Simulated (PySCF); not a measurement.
## WH₅⁻, triplet: computed properties

Method: PySCF, UPBE0, basis W def2-TZVPD with ECP60, H def2-TZVPD (scalar-relativistic core potentials, no spin–orbit coupling, density fitting).

The structure is a higher-order saddle point with 2 imaginary modes (one degenerate set).

```xyz
6
charge -1 multiplicity 3, angstrom
W     0.0000    0.0000   -0.0069
H     0.0000    0.0000    1.7806
H     0.0000    0.0000   -1.8851
H     1.6640    0.0000    0.4521
H    -0.8320    1.4411    0.4521
H    -0.8320   -1.4411    0.4521
```

| Property | Result |
| --- | --- |
| Point group | C3v |
| Bond lengths | W–H 1.726 Å (×3), W–H 1.788 Å, W–H 1.878 Å |
| Bond angles | H–W–H 74.6° (×3), H–W–H 105.4° (×3), H–W–H 113.2° (×3), H–W–H 180.0° |
| Highest occupied level (α) | -0.83 eV |
| Principal quadrupole moments (Buckingham, traceless) about the centre of mass | -11.21, 5.60, 5.60 D Å |
| Spin squared ⟨S²⟩ | 2.021 |
| Principal polarisabilities | 69.0, 69.0, 89.3 bohr³ |
| Lowest empty level (α) | 2.77 eV |
| Rotational constants | 2.014, 1.455, 1.455 cm⁻¹ |
| Zero-point energy (real modes) | 70.3 kJ/mol |
| Dipole moment about the centre of mass | 0.94 D |

Harmonic modes (masses in u: W 183.951, H 1.008):
| symmetry | ω (cm⁻¹) | IR (km/mol, summed over degenerate members) | μ (u) | type |
| --- | --- | --- | --- | --- |
| e | 210i | – | 1.02 | bend |
| a1 | 419 | 7.5 | 1.02 | bend |
| e | 542 | 189 | 1.01 | bend |
| e | 719 | 4.4 | 1.01 | bend |
| a1 | 1421 | 1213 | 1.02 | stretch |
| a1 | 1731 | 94.7 | 1.01 | stretch |
| e | 1873 | 898 | 1.02 | stretch |
| a1 | 1921 | 28.9 | 1.01 | stretch |

In C3v the vibrations span 4e + 4a1.

Charges (e); Mulliken and Löwdin values are unreliable with diffuse functions:
```
  atom  Mulliken  Löwdin  polar tensor  spin (Mulliken)  Mayer order to W1
    W1      0.13    0.17          0.77             2.28                  –
    H2     -0.13   -0.23         -0.35            -0.07               0.66
    H3     -0.31   -0.28         -0.50            -0.06               0.73
H4,5,6     -0.23   -0.22         -0.31            -0.05               1.02
```

Mulliken populations on W1 (electrons outside its core potential): s 3.08, p 6.42, d 4.34, f 0.03.

Outer orbital energies (eV). α occupied: -5.50, -3.67, -3.67, -3.54, -1.50, -0.83, -0.83; empty: 2.77, 2.77, 4.46, 4.86. β occupied: -5.09, -3.42, -3.42, -3.23, -1.39; empty: 3.20, 3.20, 3.72, 3.72.

This need not be the most stable arrangement of these atoms. Other spin states or occupations of the open shell can lie lower. The lowest empty level of this anion is unbound, so it and the gap depend on the basis. At this level a triplet minimum of Cs symmetry lies 3 kJ/mol below this structure. Spin–orbit coupling, left out here, can matter for elements this heavy.

The final relaxation and frequency run took 41 s on 4 threads of a shared Intel Xeon 6975P-C (Granite Rapids) host, with 88 basis functions and 14 gradients; the process peaked at 1.4 GiB.
